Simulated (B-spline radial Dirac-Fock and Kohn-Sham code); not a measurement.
# I⁵⁺: photoemission with 486 eV photons

System: iodine as I⁵⁺, configuration 1s2 2s2 2p6 3s2 3p6 3d10 4s2 4p6 4d10 5s2.

Model: independent-particle photoionisation in a Dirac-Hartree-Slater potential with a Latter tail, all multipoles, thresholds from Dirac-Fock ΔSCF. Program: a radial finite-basis atomic code. The asymmetry parameter β is from the dipole term alone. Kinetic energies are from the vacuum level.

```
  subshell  electrons  binding (eV)  kinetic (eV)  σ (kb)     β
   N1 (4s)          2         266.1         219.9    77.7  1.97
N2 (4p1/2)          2         214.6         271.4    75.2  1.33
N3 (4p3/2)          4         203.5         282.5     175  1.32
N4 (4d3/2)          4         119.5         366.5     224  1.03
N5 (4d5/2)          6         117.8         368.2       ?     ?
   O1 (5s)          2         72.23         413.8    16.1  1.98
```

**Question.** What are σ and β for N5 (4d5/2)?

**Answer.** σ = 335 kb, the largest of all subshells and 37 % of the total, and β = 1.09.

Values without a named source are computed, but for edge energies of neutral atoms, which are taken from tables.
